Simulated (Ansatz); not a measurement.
Reaction (hydrogenolysis of the As–N bond): `N[AsH2]` + H₂ → `[AsH3]` + NH₃

Program: Ansatz. Geometries: PBE0-D4/def2-TZVP. ΔE: electronic, gas phase. CBS: MP2 limit from def2 TZ/QZ plus the TZ coupled-cluster correction, frozen cores. This one scheme is used for every species. DFT in def2-TZVPP. For As outer-core shells are correlated without core-valence functions, which leaves a few kJ/mol of doubt a bond. Scalar relativity is left out up to krypton.

```csv
level,ΔE (eV)
PBE0-D4,-0.68
HF/def2-QZVPP,-0.77
MP2/def2-QZVPP,-0.61
CCSD/CBS(def2),-0.70
```

**Question.** What does CCSD(T)/CBS give? (An estimate is asked.)

**Answer.** Ansatz gave: -0.67 eV. The listed levels differ from it by -0.01, -0.10, 0.06, -0.03 eV.

Largest T1 diagnostic among the species: 0.011.

The D4 term adds +0.06 eV with B3LYP and +0.03 eV with PBE0; it sums over pairs of atoms, weighted by their polarisabilities, and B3LYP, whose exchange is more repulsive, gets the larger term. Leaving LDA and LC-ωPBE aside and taking each functional with its dispersion term where it has one, the values, not all of them listed here, spread over 0.12 eV, from B97M-V to revPBE-D4. From BLYP to BHLYP (50 % exact exchange), in def2-TZVPP and without D4, ΔE moves by −0.06 eV.

B3LYP here is the variant with VWN-RPA as its local correlation; programs differ in this.
